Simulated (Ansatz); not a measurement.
Steps of a relaxation of CH₅FNOSTa, SMILES `C[O][Ta]([NH2])([F])=[S]` with RKS PBE0-D4/def2-TZVP.

```sh
$ ansatz run in.yaml --threads 2 --pin off --events-out ev --progress --plain --max-ram 22528MiB --backend cuda --devices 0, --max-vram 18GiB
```

```yaml
crystal:
  periodic: [false, false, false]
  atoms:
    - {symbol: C, position_ang: [0.632033, -1.479306, -1.416914]}
    - {symbol: O, position_ang: [-0.232197, -0.612845, -0.717464]}
    - {symbol: Ta, position_ang: [-0.490239, 1.044184, 0.153004]}
    - {symbol: N, position_ang: [-0.517391, 0.740069, 2.106284]}
    - {symbol: F, position_ang: [-2.113819, 1.836825, -0.450747]}
    - {symbol: S, position_ang: [1.236259, 2.338610, -0.199868]}
    - {symbol: H, position_ang: [1.532346, -0.935432, -1.778437]}
    - {symbol: H, position_ang: [0.956887, -2.308082, -0.750712]}
    - {symbol: H, position_ang: [0.097105, -1.914705, -2.288328]}
    - {symbol: H, position_ang: [0.094635, 1.179476, 2.800116]}
    - {symbol: H, position_ang: [-1.130318, 0.054206, 2.563365]}
basis:
  gaussian: {orbitals: def2-TZVP}
hamiltonian: {xc: pbe0, dispersion: d4}
relax: {f_tol: 0.005, max_steps: 150}
```

Positions (Å) and forces (eV/Å) along the path, 11 of 13 steps:

```xyz
11
step=1 energy=-19757.4715 eV
C     0.632   -1.479   -1.417    0.237   -0.196   -0.183
O    -0.232   -0.613   -0.717    0.025    0.396    0.164
Ta   -0.490    1.044    0.153    0.362   -0.057   -0.192
N    -0.517    0.740    2.106   -0.080   -0.132    0.374
F    -2.114    1.837   -0.451    0.495   -0.283    0.192
S     1.236    2.339   -0.200   -0.572   -0.389    0.093
H     1.532   -0.935   -1.778   -0.516   -0.250    0.221
H     0.957   -2.308   -0.751   -0.204    0.467   -0.320
H     0.097   -1.915   -2.288    0.248    0.266    0.482
H     0.095    1.179    2.800   -0.391   -0.262   -0.515
H    -1.130    0.054    2.563    0.395    0.444   -0.317
11
step=2 energy=-19757.5239 eV
C     0.624   -1.467   -1.407    0.098   -0.093   -0.095
O    -0.232   -0.607   -0.702    0.073   -0.108   -0.059
Ta   -0.455    1.034    0.155   -0.521   -0.232   -0.013
N    -0.518    0.732    2.088   -0.002   -0.072    0.405
F    -2.072    1.798   -0.439    0.011    0.001   -0.015
S     1.226    2.322   -0.206    0.458    0.330   -0.094
H     1.506   -0.921   -1.769   -0.151   -0.087    0.061
H     0.952   -2.283   -0.749   -0.061    0.133   -0.103
H     0.085   -1.895   -2.263    0.081    0.073    0.140
H     0.070    1.182    2.778   -0.093   -0.063   -0.129
H    -1.122    0.048    2.533    0.108    0.119   -0.096
11
step=3 energy=-19757.5323 eV
C     0.625   -1.468   -1.412    0.018   -0.025   -0.026
O    -0.229   -0.612   -0.702    0.002    0.021    0.032
Ta   -0.460    1.029    0.158   -0.037   -0.030   -0.041
N    -0.519    0.733    2.097   -0.028   -0.026    0.087
F    -2.073    1.795   -0.446    0.017   -0.011    0.002
S     1.238    2.321   -0.205    0.040    0.033   -0.012
H     1.502   -0.924   -1.772   -0.016    0.002    0.009
H     0.952   -2.283   -0.760   -0.010    0.013   -0.006
H     0.087   -1.891   -2.263    0.000    0.010    0.010
H     0.060    1.194    2.782    0.005    0.004   -0.034
H    -1.116    0.049    2.543    0.009    0.010   -0.021
11
step=4 energy=-19757.5327 eV
C     0.625   -1.468   -1.411    0.005   -0.008   -0.015
O    -0.227   -0.613   -0.696   -0.001    0.018    0.025
Ta   -0.459    1.030    0.158    0.001   -0.002   -0.012
N    -0.524    0.735    2.099   -0.007   -0.013    0.018
F    -2.071    1.791   -0.451    0.005   -0.006   -0.002
S     1.240    2.323   -0.206   -0.003   -0.005    0.003
H     1.499   -0.922   -1.774    0.003    0.005   -0.001
H     0.954   -2.283   -0.761   -0.002   -0.004    0.003
H     0.083   -1.889   -2.261   -0.006    0.001   -0.005
H     0.062    1.191    2.781    0.008    0.015   -0.008
H    -1.117    0.048    2.544   -0.005   -0.002   -0.006
11
step=5 energy=-19757.5329 eV
C     0.625   -1.468   -1.415   -0.005    0.003   -0.004
O    -0.223   -0.617   -0.690    0.002    0.001    0.014
Ta   -0.456    1.026    0.161    0.027    0.008    0.009
N    -0.525    0.736    2.103   -0.005    0.008   -0.019
F    -2.067    1.783   -0.455   -0.005    0.005   -0.005
S     1.244    2.321   -0.204   -0.024   -0.015    0.006
H     1.497   -0.920   -1.779    0.009    0.003   -0.004
H     0.957   -2.286   -0.770    0.002   -0.008    0.003
H     0.077   -1.885   -2.263   -0.004   -0.002   -0.008
H     0.055    1.201    2.783    0.007    0.005    0.003
H    -1.120    0.051    2.550   -0.004   -0.007    0.005
11
step=6 energy=-19757.5331 eV
C     0.626   -1.469   -1.419   -0.013    0.010    0.005
O    -0.217   -0.622   -0.682    0.012   -0.023    0.000
Ta   -0.454    1.022    0.165    0.022    0.026    0.005
N    -0.531    0.741    2.108    0.005    0.007   -0.026
F    -2.061    1.777   -0.462   -0.010    0.004    0.000
S     1.244    2.318   -0.200   -0.015   -0.012    0.004
H     1.495   -0.918   -1.785    0.005   -0.001   -0.002
H     0.961   -2.292   -0.782    0.001   -0.003   -0.002
H     0.071   -1.879   -2.266    0.002   -0.001   -0.002
H     0.051    1.212    2.784   -0.005   -0.005    0.008
H    -1.120    0.054    2.558   -0.001   -0.001    0.011
11
step=7 energy=-19757.5332 eV
C     0.626   -1.471   -1.421   -0.012    0.011    0.007
O    -0.212   -0.626   -0.675    0.014   -0.019   -0.009
Ta   -0.451    1.021    0.167   -0.006   -0.004    0.013
N    -0.532    0.744    2.110    0.009    0.011   -0.019
F    -2.060    1.771   -0.463    0.002    0.003   -0.002
S     1.246    2.317   -0.198   -0.002    0.003   -0.001
H     1.495   -0.919   -1.787   -0.001   -0.004    0.002
H     0.962   -2.298   -0.791   -0.003    0.003   -0.004
H     0.067   -1.874   -2.269    0.004    0.002    0.003
H     0.046    1.220    2.786   -0.008   -0.009    0.006
H    -1.121    0.058    2.561    0.003    0.003    0.005
11
step=8 energy=-19757.5333 eV
C     0.626   -1.471   -1.422   -0.008    0.007    0.005
O    -0.210   -0.629   -0.672    0.010   -0.010   -0.007
Ta   -0.452    1.019    0.168   -0.008   -0.003    0.004
N    -0.532    0.746    2.111    0.003    0.006   -0.005
F    -2.060    1.769   -0.464    0.004   -0.002    0.001
S     1.244    2.317   -0.198    0.004    0.004   -0.004
H     1.498   -0.920   -1.784   -0.002   -0.003    0.002
H     0.960   -2.303   -0.797   -0.003    0.003   -0.003
H     0.067   -1.868   -2.273    0.004    0.002    0.003
H     0.045    1.224    2.787   -0.005   -0.006    0.003
H    -1.121    0.060    2.564    0.003    0.002    0.001
11
step=9 energy=-19757.5333 eV
C     0.626   -1.472   -1.422    0.001   -0.003   -0.001
O    -0.207   -0.632   -0.668    0.001    0.007    0.003
Ta   -0.452    1.018    0.169   -0.010   -0.011   -0.012
N    -0.531    0.749    2.112    0.001   -0.003    0.013
F    -2.062    1.764   -0.464    0.005   -0.004    0.002
S     1.240    2.319   -0.201    0.007    0.007   -0.003
H     1.504   -0.924   -1.774   -0.004   -0.002    0.002
H     0.950   -2.313   -0.804   -0.003    0.004   -0.002
H     0.070   -1.856   -2.281    0.003    0.003    0.004
H     0.043    1.229    2.788    0.001    0.001   -0.001
H    -1.116    0.061    2.566   -0.001    0.000   -0.004
11
step=12 energy=-19757.5334 eV
C     0.627   -1.472   -1.421    0.007   -0.011   -0.008
O    -0.206   -0.634   -0.665   -0.003    0.002    0.003
Ta   -0.454    1.017    0.168    0.000   -0.002   -0.005
N    -0.528    0.753    2.113    0.003   -0.002    0.006
F    -2.069    1.753   -0.462   -0.001    0.000    0.000
S     1.231    2.324   -0.213    0.000    0.000    0.003
H     1.521   -0.933   -1.745   -0.008   -0.005    0.003
H     0.924   -2.333   -0.815   -0.004    0.011   -0.007
H     0.080   -1.828   -2.298    0.007    0.005    0.011
H     0.047    1.234    2.787    0.000    0.002   -0.003
H    -1.108    0.062    2.569   -0.001    0.001   -0.003
11
step=13 energy=-19757.5334 eV
C     0.627   -1.473   -1.421    0.000    0.002    0.001
O    -0.207   -0.634   -0.665    0.000    0.002    0.001
Ta   -0.455    1.016    0.168   -0.001   -0.001    0.001
N    -0.526    0.752    2.113    0.000    0.000   -0.001
F    -2.070    1.753   -0.461    0.000    0.000    0.000
S     1.230    2.323   -0.212    0.000    0.000    0.000
H     1.521   -0.933   -1.742    0.000   -0.001    0.000
H     0.923   -2.333   -0.815    0.001   -0.001    0.000
H     0.082   -1.827   -2.299    0.000   -0.001   -0.001
H     0.048    1.235    2.786    0.000    0.000    0.000
H    -1.108    0.063    2.569    0.000    0.000    0.000
```

Run time 23 s (2 threads of an AMD EPYC 7R13 on a shared host and a share of an NVIDIA H100 80 GB); peak host memory 0.95 GiB.
